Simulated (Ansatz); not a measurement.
Stepwise reaction of `F[Si](F)(Cl)Cl` with hydrogen sulfide, as a gas-phase model of exchange steps in deposition or etching. ΔE in kJ/mol; ΔG adds harmonic PBE0-D4 terms to CCSD(T)/CBS, at 1 bar.

Isolated molecules relaxed with PBE0-D4/def2-TZVP in Ansatz; ΔE leaves out vibrations. CCSD(T)/CBS is the MP2 limit (def2-TZVPP, def2-QZVPP) plus CCSD(T) − MP2 in def2-TZVPP, frozen cores. This one scheme is used for every species. DFT in def2-TZVPP. B3LYP here is the variant with VWN-RPA as its local correlation; programs differ in this. Each species was taken in one conformer, which may not be the lowest.

```
step                                      reaction  PBE-D4  B3LYP-D4  ωB97M-V  CCSD(T)/CBS  ΔG(500 K)
   2  `F[Si](F)(S)Cl` + H₂S → `F[Si](F)(S)S` + HCl    30.4      35.8     37.6         35.9       39.6
```

Question: Give the row of step 1, `F[Si](F)(Cl)Cl` + H₂S → `F[Si](F)(S)Cl` + HCl. (Best estimate.)

Answer: Computed: 
```tsv
step	reaction	PBE-D4	B3LYP-D4	ωB97M-V	CCSD(T)/CBS	ΔG(500 K)
1	`F[Si](F)(Cl)Cl` + H₂S → `F[Si](F)(S)Cl` + HCl	30.5	35.6	37.5	36.3	35.1
```

Question: By hand: ΔE of the 2 steps together at CCSD(T)/CBS.

Answer: (36.3) + (35.9) = 72.2 kJ/mol, or 36.1 kJ/mol a step.

In ΔE the steps differ by no more than 0.4 kJ/mol. All are uphill at CCSD(T)/CBS. ΔG lies between 35.1 and 39.6 kJ/mol a step. PBE-D4 differs from CCSD(T)/CBS by -5.8 to -5.5 kJ/mol a step. Isolated molecules leave out the surface, adducts and barriers. Largest T1 diagnostic: 0.012.
